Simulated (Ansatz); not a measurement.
```yaml
crystal:
  periodic: [false, false, false]
  atoms:
    - {symbol: C, position_ang: [-0.976058, 1.489538, -0.687762]}
    - {symbol: O, position_ang: [-0.751382, 0.431362, -0.014184]}
    - {symbol: Si, position_ang: [0.620022, -0.550989, -0.429966]}
    - {symbol: C, position_ang: [0.847295, -1.646420, 0.583091]}
    - {symbol: H, position_ang: [-1.675560, 2.384761, 0.074481]}
    - {symbol: H, position_ang: [-0.337051, 2.388075, -0.727728]}
    - {symbol: H, position_ang: [-1.226532, 1.572777, -1.494601]}
    - {symbol: H, position_ang: [1.829612, 0.462758, -0.115475]}
    - {symbol: H, position_ang: [1.810478, -2.343269, 0.572046]}
    - {symbol: H, position_ang: [-0.224314, -2.639379, 0.965428]}
    - {symbol: H, position_ang: [0.929523, -1.756754, 1.364050]}
basis:
  gaussian: {orbitals: cc-pVTZ}
total_charge: -1
hamiltonian: {xc: {name: HF}}
correlation: {method: mp2, frozen_orbitals: {C: 9}}
```

```sh
$ ansatz run in.yaml --threads 4 --pin off --events-out ev --progress --plain --max-ram 10444MiB
```

Output, abridged:

```
Functional definition: HF
Error: "frozen_orbitals" has no count for O
```

Question: What is wrong with this run?

Answer: Frozen orbitals are typed for one element alone, and the program wants a count for each. The program refused the input.
